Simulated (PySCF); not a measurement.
Ligands exchanged one at a time, Ga F-Br. Gas-phase values, no solvent. Strings in code marks are SMILES.

Quantity: redistribution energy (mixed species minus the weighted end members), in kcal/mol.

Case: 1 of 3 F replaced by Br: `[F][Ga]([Br])[F]`. The other species in the difference include `[F][Ga]([F])[F]` (neutral, multiplicity 1). Geometry of `[F][Ga]([F])[Br]` (neutral, multiplicity 1, Å):

```xyz
4

F     -1.1113    -1.3983    -0.0239
Ga    -0.1003     0.0066    -0.0023
F     -0.9191     1.5312    -0.0398
Br     2.1306    -0.1395     0.0660
```

Task: Estimate the redistribution energy (mixed species minus the weighted end members) that PBE/6-31G* // PBE0-D4/def2-TZVP (PySCF) returns for this input.

Result: -1.82 kcal/mol.
